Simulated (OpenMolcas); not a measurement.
Ho3+: moving or changing the point charges

Ho3+ among 2 point charges of -1 e arranged as a linear pair (D∞h), 2.25 Å from the ion.

```json
{
 "Program": "OpenMolcas",
 "Method": "CASSCF",
 "Basis": "ANO-RCC-VTZP [8s7p5d3f2g1h]",
 "Scalar Hamiltonian": "DKH2, point nucleus",
 "Active space": "10 electrons in 7 orbitals (4f)",
 "State averaging": "2S+1 = 5 even, 35 roots (30 in the spin-orbit step); 2S+1 = 3 even, 100 roots kept (CI in the orbitals of an earlier block); 2S+1 = 1 even, 31 roots kept (CI in the orbitals of an earlier block)",
 "Spin-orbit coupling": "state interaction with AMFI integrals over the reference wave functions"
}
```

Runs around this geometry, states (labels by Λ). Energies in cm-1 above the lowest state or level, χT in cm3 K/mol.

| R (Å) | Ground state | First state of that spin | First gap with spin-orbit (degeneracies) | Width of lowest J | χT at 300 K |
| --- | --- | --- | --- | --- | --- |
| 2.25 | 5I | 5H 340.9 | 232.4 (2, 2) | 666 | 13.802 |
| 2.39 | 5I | 5H 269.8 | 184.5 (2, 2) | 554 | 13.847 |
| 2.65 | 5I | 5H 183.4 | 125.9 (2, 2) | 405 | 13.891 |

Taking the width of the lowest J multiplet as R^-n, n = -ln(405 / 666) / ln(2.65 / 2.25) = 3.0 between the shortest and longest distance.

High states are left out of the spin-orbit mixing, which shifts the levels that they would mix with. This is an electrostatic model: the charges have no orbitals. No measured value stands beside these numbers.
